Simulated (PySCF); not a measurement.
# C₇H₇NO: calculation and literature

Bonds (- single, = double, # triple, : aromatic): C1-C2, C2=O3, C2-C4, C4:C5, C5:C6, C6:C7, C7:N8, N8:C9, C9:C4. C1 carries H10, H11, H12; C5 carries H13; C6 carries H14; C7 carries H15; C9 carries H16.

Published estimates (parent shift plus substituent increments) and measurements: δ ¹³C C9 153.3; C7 149.8; C5 135.2; C4 132.2; C6 123.5; δ ¹H H16 9.17; H15 8.79; H13 8.23; H14 7.45 ppm (estimated from measurements, as parent shift plus tabulated substituent increment; solution, not stated per compound (mostly CDCl3 or CCl4); Pretsch, Buehlmann, Badertscher, Structure Determination of Organic Compounds, 4th ed. (2009)).

- geometry from GFN2-xTB
- σ from GIAO-PBE0/pcSseg-1
- code: PySCF 2.14
- in vacuum, one conformer, fast rotation and ring inversion assumed for equivalent nuclei, non-relativistic Hamiltonian

Question: Set the calculated values beside the experiment.

Answer: 
Reference values: estimated from measurements, as parent shift plus tabulated substituent increment (solution, not stated per compound (mostly CDCl3 or CCl4); Pretsch, Buehlmann, Badertscher, Structure Determination of Organic Compounds, 4th ed. (2009)).
```tsv
atoms	quantity	reference	computed	computed, scaled
C9	δ ¹³C	153.3	156.2	150.1
C7	δ ¹³C	149.8	159.5	153.3
C5	δ ¹³C	135.2	142.9	137.1
C4	δ ¹³C	132.2	134.9	129.2
C6	δ ¹³C	123.5	128.8	123.3
H16	δ ¹H	9.17	9.42	8.98
H15	δ ¹H	8.79	9.09	8.67
H13	δ ¹H	8.23	8.83	8.42
H14	δ ¹H	7.45	7.62	7.28
```

Computed shifts are σ(ref) − σ with the named reference compound (TMS for H and C) calculated as an isolated molecule at the same level. The measured values may be among those fitted. Expected solution values come from regression of measured δ (H and C: mostly CDCl3, vs TMS) on computed σ: ¹³C: δ = 179.97 − 0.974σ (rms 2.1 ppm, 958 shifts, 2.3 ppm with the 13 outliers that the fit left out); ¹H: δ = 30.01 − 0.943σ (rms 0.17 ppm, 504 shifts, 0.18 ppm with the 4 outliers that the fit left out). A few per cent of atoms miss by over 2 rms, more outside the fitted compound classes.

Question: How far are the unscaled ¹³C shifts from the references?

Answer: Mean signed difference +5.66 ppm, mean absolute 5.66 ppm over 5 comparisons; the largest is +9.7 ppm at C7 (aromatic CH next to a ring nitrogen).

Question: How far are the unscaled ¹H shifts from the references?

Answer: Mean signed difference +0.33 ppm, mean absolute 0.33 ppm over 4 comparisons; the largest is +0.60 ppm at H13 (hydrogen on an aromatic CH).
